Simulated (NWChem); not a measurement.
System: C2H6B, doublet; SMILES C[B]C

NWChem input:

```
start job
memory heap 200 mb stack 900 mb global 1100 mb
geometry units angstroms noautoz
  C     -1.403570     0.008968    -0.119880
  B      0.000000     0.000000     0.539114
  C      1.403570    -0.008968    -0.119880
  H     -1.679296    -1.062138    -0.202092
  H     -2.194930     0.481610     0.480597
  H     -1.420317     0.418164    -1.146803
  H      1.420317    -0.418164    -1.146803
  H      2.194930    -0.481610     0.480597
  H      1.679296     1.062138    -0.202092
end
basis spherical
  * library pcseg-1
end
dft
  odft
  mult 2
  xc xtpss03 ctpss03
  iterations 150
  mulliken
end
task dft energy
```

In the optimisation the excess spin sits in a (C2, its own frame). The geometry was optimised at PBE0/def2-SVP, spin-unrestricted. No stability test was run on the SCF state.

Problem. Give the results of this calculation. (TPSS/pcseg-1, spin-unrestricted.) Quantities: basis functions; energy (Ha); highest occupied level (eV); lowest empty minus highest occupied level, either spin (eV); dipole (D); <S²>.

Solution. 
```
Quantity                                                      Result
-----------------------------------------------------------  -------
number of basis functions                                         72
energy (Ha)                                                  -104.60
highest occupied level (eV)                                    -3.93
lowest empty minus highest occupied level, either spin (eV)     2.24
dipole (D)                                                      1.02
<S²>                                                           0.752
```
